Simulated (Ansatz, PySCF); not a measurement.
Species: C2H3Cl2 (charge 0, doublet). It need not be the lowest isomer of its formula. SMILES: ClC[CH]Cl
Geometry from a B3LYP-D3(BJ)/def2-TZVP (Ansatz, a quantum-chemistry and plane-wave program) optimisation:
```
C
H 1 1.0853
H 1 1.0862 2 111.05
C 1 1.4532 2 113.14 3 -126.40
H 4 1.0794 1 122.52 2 162.37
Cl 4 1.7043 5 115.31 1 -164.09
Cl 1 1.8644 2 104.59 3 112.06
```
Charge 0, spin multiplicity 2.

Property: atomisation energy (electronic, to ground-state atoms), in kcal/mol. Correlated levels leave the core frozen unless marked. Open shells are spin-unrestricted. No spin-orbit coupling. No relativistic terms. The coupled-cluster limit lacks core correlation, which all-electron functionals hold. Basis-set limits of correlation are two-point, X^-3; Hartree-Fock from the larger set. The bracket is a focal-point correction in the basis named.

| level | program | atomisation energy (kcal/mol) |
|---|---|---|
| HF/cc-pV(D+d)Z | Ansatz | 401.4 |
| HF/def2-TZVPD | PySCF | 409.4 |
| HF-D4/def2-TZVPD | PySCF + dftd4 | 422.2 |
| BLYP-D4/def2-TZVPD | Ansatz + dftd4 | 565.9 |

Problem. What does RI-MP2/CBS(aug-cc-pV(T+d)Z,aug-cc-pV(Q+d)Z)+[CCSD(T)-MP2]/aug-cc-pV(T+d)Z (Ansatz) give?

Solution. 564.9 kcal/mol
